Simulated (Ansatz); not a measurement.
Computed with Ansatz on PBE0-D4/def2-TZVP structures; ΔE is electronic, products minus reactants. CBS: MP2 limit from def2 TZ/QZ plus the TZ coupled-cluster correction, frozen cores. This one scheme is used for every species. DFT in def2-TZVPP. For As outer-core shells are correlated without core-valence functions, which leaves a few kJ/mol of doubt a bond. Scalar relativity is left out up to krypton. One conformer a species, not always the lowest.

Reaction (cleavage of the B–Al bond): `[BH2][AlH][SiH3]` + `OC[AsH2]` → `B[AsH]CO` + `[AlH2][SiH3]`

`[BH2][AlH][SiH3]`:

```xyz
9

B    -0.445    0.759   -2.045
Al   -0.434   -0.685   -0.508
Si    0.558   -0.175    1.692
H    -1.324    1.567   -2.167
H     0.445    0.865   -2.844
H    -1.082   -2.129   -0.707
H    -0.523   -0.014    2.710
H     1.357    1.083    1.701
H     1.448   -1.273    2.168
```

`OC[AsH2]`:

```xyz
8

O    -0.035    0.872   -1.408
C    -0.402    0.537   -0.094
As    1.105   -0.342    0.885
H     0.058    0.062   -1.917
H    -1.297   -0.090   -0.057
H    -0.616    1.473    0.424
H     0.957   -1.666    0.137
H     0.231   -0.846    2.031
```

`B[AsH]CO`:

Cartesian coordinates in Å:
```
B 0.510 -1.459 -1.115
As 1.032 0.404 -0.717
C -0.496 1.031 0.347
O -0.743 0.161 1.427
H -0.623 -1.686 -1.418
H 1.343 -2.308 -1.211
H 2.037 0.197 0.395
H -1.341 1.077 -0.352
H -0.270 2.049 0.683
H -1.449 0.534 1.963
```

`[AlH2][SiH3]`:

```xyz
7

Al    0.513    0.114   -1.306
Si   -0.402   -0.074    0.966
H    -0.336    0.740   -2.494
H     1.986   -0.401   -1.603
H    -0.410   -1.498    1.412
H     0.444    0.678    1.938
H    -1.795    0.442    1.088
```

Is it downhill or uphill in electronic energy at CCSD(T)/CBS, and by how much? (Best estimate.)

Ansatz gave: Downhill: ΔE = -12.7 kcal/mol.

What do these levels give: PBE-D4, r2SCAN-D4, BHLYP-D4, ωB97M-V, BLYP, MP2/def2-SVP? (Estimate.)

The calculation gave: PBE-D4 -10.8, r2SCAN-D4 -11.8, BHLYP-D4 -12.2, ωB97M-V -12.3, BLYP -9.9, MP2/def2-SVP -14.1 kcal/mol.

Largest T1 diagnostic among the species: 0.013.

From BLYP to BHLYP (50 % exact exchange), in def2-TZVPP and without D4, ΔE moves by −1.7 kcal/mol. At CCSD(T), def2-SVP lies +0.8 kcal/mol from the extrapolated value and def2-TZVPP +0.2 kcal/mol.
